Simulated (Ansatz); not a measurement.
The cluster Li2Al2⁻. Total charge -1; doublet. Geometry PBE-D4/def2-TZVPD.

```xyz
4

Li   -0.437   -1.712    0.281
Li   -0.019    0.573   -1.695
Al    1.433    0.242    0.583
Al   -0.977    0.897    0.831
```

At PBE-D4/def2-TZVPD, r2SCAN-D4/def2-TZVPD, r2SCANh-D4/def2-TZVPD the highest occupied level of the charge -1 doublet lies above zero (up to 0.46 eV). By energy differences its removal costs 1.27 eV (vertical, to the charge 0 singlet, at PBE-D4/def2-TZVPD); a positive level beside a positive removal energy at the same level points to self-interaction error. At r2SCANh-D4/def2-TZVPD, r2SCAN0-D4/def2-TZVPD the charge -1 doublet is spin-contaminated (final ⟨S²⟩ up to 0.84, 0.75 for a pure state). The structure comes from a short search, and lower isomers may exist.

Problem. Estimate the α-spin orbital energies around the gap (eV) in Ansatz with PBE-D4/def2-TZVPD, r2SCAN-D4/def2-TZVPD, r2SCANh-D4/def2-TZVPD, PBE0-D4/def2-TZVPD, r2SCAN0-D4/def2-TZVPD.

Solution. 
```tsv
orbital	PBE-D4/def2-TZVPD	r2SCAN-D4/def2-TZVPD	r2SCANh-D4/def2-TZVPD	PBE0-D4/def2-TZVPD	r2SCAN0-D4/def2-TZVPD
HOMO−9	-64.06	-65.83	-67.53	-68.79	-70.08
HOMO−8	-64.05	-65.82	-67.52	-68.78	-70.08
HOMO−7	-64.05	-65.82	-67.52	-68.78	-70.08
HOMO−6	-46.69	-48.35	-49.80	-50.77	-51.99
HOMO−5	-46.69	-48.34	-49.80	-50.77	-51.99
HOMO−4	-4.91	-5.21	-5.69	-6.26	-6.40
HOMO−3	-2.11	-2.25	-2.57	-2.96	-3.06
HOMO−2	-0.11	-0.16	-0.37	-0.66	-0.70
HOMO−1	0.10	0.05	-0.15	-0.43	-0.45
HOMO	0.46	0.27	0.05	-0.14	-0.29
LUMO	1.35	1.42	1.58	1.77	1.80
LUMO+1	1.58	1.69	1.83	1.98	2.02
LUMO+2	1.72	1.81	2.00	2.22	2.25
LUMO+3	1.89	2.01	2.19	2.40	2.45
LUMO+4	2.14	2.34	2.47	2.54	2.63
LUMO+5	2.57	3.13	3.21	2.97	3.32
β HOMO	0.17	0.05	-0.16	-0.37	-0.48
β LUMO	1.06	1.33	1.52	1.60	1.76
```
